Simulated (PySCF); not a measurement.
C5H9FSe.
Geometry (GFN2-xTB, Å), atoms numbered from 1 in this order:
```
atom  x, y, z in Å
C1    -1.0601    0.0391   -1.4101
C2    -0.6161    0.0876    0.0423
C3    -0.8608    1.4204    0.7569
Se4    0.8377    1.3186    1.7772
C5     0.9019   -0.0190    0.2699
C6     1.4837   -1.3736    0.5840
F7     1.6004    0.5459   -0.7660
H8    -0.5542    0.8086   -1.9890
H9    -0.8268   -0.9298   -1.8464
H10   -2.1339    0.1999   -1.4743
H11   -1.0934   -0.7220    0.6023
H12   -0.8243    2.2766    0.0840
H13   -1.7470    1.4698    1.3860
H14    1.3449   -2.0363   -0.2696
H15    0.9913   -1.7966    1.4557
H16    2.5492   -1.2801    0.7859
```

Vertical excitations from PySCF (density fitting, frozen core in the response, grid level 2 and gas phase unless stated; continuum runs use non-equilibrium linear response for the excitations) on a GFN2-xTB geometry. Reference run:

```
                              settings    S1, eV (f)    S2, eV (f)    S3, eV (f)    S4, eV (f)    S5, eV (f)    S6, eV (f)  T1, eV (Tamm–Dancoff)  mean α (au)
PBE0/def2-SVPD, full TDDFT, 6 singlets  3.93 (0.000)  5.66 (0.022)  5.85 (0.026)  6.01 (0.054)  6.57 (0.021)  6.60 (0.019)                   3.43         87.3
```

**Question.** What do these settings give: (1) KT2/pcSseg-0, damping 0.2 at the start, DIIS from the seventh cycle, full TDDFT, 25 singlets; (2) LDA/STO-3G, level shift 0.2 Eh, full TDDFT, 1 singlet?

**Answer.** 
```csv
settings,"S1, eV (f)","S2, eV (f)","S3, eV (f)","S4, eV (f)","S5, eV (f)","S6, eV (f)","T1, eV (Tamm–Dancoff)",mean α (au)
"KT2/pcSseg-0, damping 0.2 at the start, DIIS from the seventh cycle, full TDDFT, 25 singlets",4.02 (0.000),5.86 (0.018),5.91 (0.039),6.30 (0.001),6.46 (0.001),7.04 (0.006),3.46,68.2
"LDA/STO-3G, level shift 0.2 Eh, full TDDFT, 1 singlet",4.87 (0.000),–,–,–,–,–,4.19,37.2
```

(1) S1 moves by +0.09 eV; functional and basis change together, so the shift can't be laid on one. (2) S1 moves by +0.94 eV; functional and basis change together, so the shift can't be laid on one. States are counted by energy in each run and needn't keep their character from row to row.

KT2 was designed for NMR shieldings or shifts; total energies of different functionals aren't comparable.

**Question.** Give the leading configurations of S1 (H = HOMO, L = LUMO) and the HOMO–LUMO gap of each run.

**Answer.** 
```json
{"settings": "PBE0/def2-SVPD, full TDDFT, 6 singlets", "S1 configurations (weight)": "H→L 0.99", "S1 (eV)": "3.93", "orbital gap (eV)": "5.59", "S1 − gap (eV)": "-1.66"}
{"settings": "KT2/pcSseg-0, damping 0.2 at the start, DIIS from the seventh cycle, full TDDFT, 25 singlets", "S1 configurations (weight)": "H→L 1.00", "S1 (eV)": "4.02", "orbital gap (eV)": "3.74", "S1 − gap (eV)": "+0.28"}
{"settings": "LDA/STO-3G, level shift 0.2 Eh, full TDDFT, 1 singlet", "S1 configurations (weight)": "H→L 1.00", "S1 (eV)": "4.87", "orbital gap (eV)": "4.43", "S1 − gap (eV)": "+0.44"}
```

 The PBE0/def2-SVPD calculation is non-relativistic and has no spin–orbit coupling, an omission that weighs most on selenium.

One conformer stands for the species.
